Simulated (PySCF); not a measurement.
SMILES F[Si](F)(C#C[SiH](Cl)Cl)F (C2HCl2F3Si2) at its CAM-B3LYP/def2-SVP optimised geometry (Å):

```
10

Si    -2.3352    -3.0315    -3.9565
F     -3.9261    -3.0366    -4.0041
F     -1.8329    -4.5414    -3.9518
F     -1.8013    -2.3336    -5.2836
C     -1.7466    -2.1585    -2.4915
C     -1.3522    -1.5807    -1.4971
Si    -0.7746    -0.6928     0.0000
Cl    -1.4829    -1.6830     1.6449
Cl     1.2716    -0.6928     0.0000
H     -1.2716     0.6928     0.0000
```

Level of theory: PySCF 2.14.0 with CAM-B3LYP/def2-TZVP. Cells within 0.4 Å of a nucleus heavier than hydrogen are left out (blank, or x).

Map of the LUMO amplitude (bohr^(-3/2)) on the plane z = 0.0 Å; orbital energy -0.80 eV, overall sign arbitrary:

```
|777777777777777777777777777|
|777777777777777777777777777|
|777777777777777777777777777|
|777777777777777777777777777|
|777777777777777777777777777|
|777777777777777777777777777|
|777777777777777777777777777|
|777777777777777777777777777|
|776666777788887777777777777|
|666666667788888777777777777|
|666666667788888777777777777|
|666655566789988776677777777|
|666555556789987665677787777|
|665544445689987644567888777|
|655443223678986433578888877|
|655432112xxx77632xxx9988877|
|655432001xxx77632xxx9988877|
|6554320003x7876434x89988877|
|655432101257776545678888877|
|655433212356777666678888777|
|665543333456777766777887777|
|665554444556777777777777777|
|666555555566777777777777777|
|666665555666777777777777777|
|766666666666777777777777777|
|776666666666777777777777777|
|777766666667777777777777777|
```
Scale: ten equal steps from -0.097 (start of '0') to 0.036 (end of '9'), in the order '0123456789'; x runs from -3.50 to 3.50, y from -3.50 (bottom) to 3.50 (top).
